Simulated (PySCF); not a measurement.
CBrF2, SMILES F[C](F)Br (connectivity only; charge and spin as stated), charge +1, multiplicity 1. Atoms are numbered in the order given.

```xyz
4

F      0.0000     1.0600    -1.5258
C      0.0000     0.0000    -0.8576
F      0.0000    -1.0600    -1.5258
Br     0.0000     0.0000     0.9317
```
Charge +1, spin multiplicity 1.

Geometry optimised at B3LYP-D3(BJ)/def2-SVP. The spin state was assumed, not searched. The isomer is the one that the SMILES or the coordinates give; other isomers of the formula were not compared.

All values below come from PySCF with PBE/pcSseg-2.

GIAO shieldings, no solvent; atoms alike by connectivity are averaged. δ = σ(ref) − σ: ¹⁹F against CFCl3 (σ = 132.0 ppm); ¹³C against TMS (σ = 181.4 ppm), references at their B3LYP-D3(BJ)/def2-TZVP geometries, non-relativistic (without spin–orbit terms, shifts of atoms bonded to Cl or Br come out too high).

Q: Estimate the chemical shifts. (An estimate is asked for; the answer gives what the named calculation found.)

A: 
```
nucleus   atoms  count  δ (ppm)
-------  ------  -----  -------
¹⁹F      F1, F3      2    133.6
¹³C          C2      1    213.4
```
